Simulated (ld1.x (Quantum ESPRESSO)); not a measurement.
Results of a calculation; reference values are marked as such.
## Potentials for nitrogen (N) compared

Generated with ld1.x 7.5 (TM, RRKJ, ultrasoft, PAW), atompaw 4.2 or ONCVPSP 4.0.1. The cutoff is in Ry: for ld1.x and atompaw files where the sum of valence levels is converged to 10 mRy in a Bessel basis, for ONCV files where the hardest occupied wave has 1 mHa per electron of residual kinetic energy. The error is the largest all-electron minus pseudo excitation energy over each file’s own four to seven test configurations (ionisations up to +4, promotions, holes and added fractions of an electron), all of which were solved. The labels leave out finer settings (local radius, basis sizes, second energies), which also bear on the numbers. Spin-polarised tests are not counted. The rows are a selection from randomly drawn settings: files with unsolved tests, undetermined cutoffs or missed reference levels are left out.

```csv
potential,cutoff (Ry),largest error (meV),bound ghosts
"TM, PBE, scalar-relativistic, rc 0.75/1.50 (sp), local smoothed, core correction no, reference 2s2 2p2",110,+507,none
"TM, LDA (PZ), scalar-relativistic, rc 0.90/1.35/1.35 (spd), local s, core correction yes, reference 2s2 2p3",70,+916,none
"RRKJ, PBE, scalar-relativistic, rc 1.00/1.60 (sp), local s, core correction yes, reference 2s2 2p3",50,+1568,none
"PAW, PBE, scalar-relativistic, rc 0.85/1.75 (sp), local smoothed, core correction yes, reference 2s2 2p3",45,-26,none
"PAW, PBE, non-relativistic, rc 1.00/2.38 (sp), local smoothed, core correction yes, reference 2s1.5 2p3.5",12,-53,none
"RRKJ, PBE, scalar-relativistic, rc 0.75/1.45/1.20 (spd), local s, core correction yes, reference 2s2 2p3",100,+1059,none
```

(1) Fill in the row for N: TM, Wu–Cohen, scalar-relativistic, rc 0.75/1.05 (sp), local smoothed, core correction no, reference 2s2 2p3.

Answers

(1) cutoff 110 Ry, largest error +567 meV, bound ghosts: none.
